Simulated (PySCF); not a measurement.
Li₃S⁺ (singlet). Method: PBE0/[S def2-TZVP, Li def2-TZVP], no relativity, density fitting, PySCF.

Harmonic bands of its minimum:

| ω (cm⁻¹) | IR (km/mol, summed over degenerate members) | degeneracy |
| --- | --- | --- |
| 92 | 208 | 1 |
| 149 | 144 | 2 |
| 512 | 0.0 | 1 |
| 565 | 482 | 2 |

Question: The central atom is S. Infer the point group and assign the bands.

Answer: D3h. The modes span a2'' + 2e' + a1': 92 a2'', 149 e', 512 a1', 565 e'. The computed geometry has S–Li 2.156 Å (×3); Li–S–Li 120.0° (×3).

Other isomers or separated fragments may lie lower.
